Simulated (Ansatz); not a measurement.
`[OH][GeH2][SiH2][SiH3]` + BH₃ → `[BH2][GeH2][SiH2][SiH3]` + H₂O  (formal exchange of groups at a Ge–O bond)

Computed with Ansatz on PBE0-D4/def2-TZVP structures; ΔE is electronic, products minus reactants. CCSD(T)/CBS is the MP2 limit (def2-TZVPP, def2-QZVPP) plus CCSD(T) − MP2 in def2-TZVPP, frozen cores. This one scheme is used for every species. Functionals use def2-TZVPP. For Ge outer-core shells are correlated without core-valence functions, which leaves a few kJ/mol of doubt a bond. Scalar relativity is left out up to krypton. Each species was taken in one conformer, which may not be the lowest.

CCSD(T)/CBS gives +1.8 kcal/mol.

Question: Another level gave +2.6 kcal/mol. Which?
A. r2SCAN-D4/def2-TZVPP
B. PBE/def2-TZVPP
C. ωB97M-V/def2-TZVPP
D. SCS-MP2/def2-TZVPP

Answer: A. r2SCAN-D4 2.6, ωB97M-V 3.9, PBE 0.8, SCS-MP2/def2-TZVPP 5.8 kcal/mol.

Largest T1 diagnostic among the species: 0.013.

In def2-TZVPP, CCSD(T) changes the Hartree–Fock value by −6.2 kcal/mol (the triples alone add −0.4 kcal/mol) and MP2 by −5.6 kcal/mol. The D4 term adds −0.7 kcal/mol with B3LYP and −0.4 kcal/mol with PBE0; it sums over pairs of atoms, weighted by their polarisabilities, and B3LYP, whose exchange is more repulsive, gets the larger term.

B3LYP here is the variant with VWN-RPA as its local correlation; programs differ in this.
